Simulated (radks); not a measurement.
Results of a calculation; reference values are marked as such.
Q: All-electron atom: Bi IV in [Hg] (the NIST ground configuration). Code: a radial shooting solver on a logarithmic mesh with Libxc functionals. Model: non-relativistic Kohn-Sham, LDA (Slater exchange, Perdew-Wang correlation), spin-polarised, spherical densities, point nucleus; relativity is left out, which matters for an element this heavy. Some entries of the table are withheld. Estimate them.

| orbital | occ. | eigenvalue (hartree) | r(max) (bohr) | <1/r> (bohr^-1) |
|---|---|---|---|---|
| 1s | 2 | -2976.574 | 0.01211 | (1) |
| 2s | 2 | -503.9687 | 0.06572 | 19.44 |
| 2p | 6 | -485.7350 | 0.05091 | 19.49 |
| 3s | 2 | -121.6303 | 0.1790 | (2) |
| 3p | 6 | -112.8998 | 0.1681 | 7.532 |
| 3d | 10 | -96.54892 | 0.1316 | 7.472 |
| 4s | 2 | -28.08507 | 0.3963 | 3.346 |
| 4p | 6 | -24.23336 | 0.3944 | 3.263 |
| 4d | 10 | -17.09941 | (3) | 3.092 |
| 4f | 14 | (4) | 0.3369 | 2.791 |
| 5s | 2 | (5) | 0.8551 | 1.448 |
| 5p | 6 | -4.30106 | 0.8966 | (6) |
| 5d | 10 | -2.13914 | 1.024 | 1.088 |
| 6s | 2 | -1.32034 | 2.015 | 0.5706 |

A: 
(1) 1s <1/r> (bohr^-1): 82.40
(2) 3s <1/r> (bohr^-1): 7.571
(3) 4d r(max) (bohr): 0.3847
(4) 4f eigenvalue (hartree): -7.39713
(5) 5s eigenvalue (hartree): -5.62050
(6) 5p <1/r> (bohr^-1): 1.343
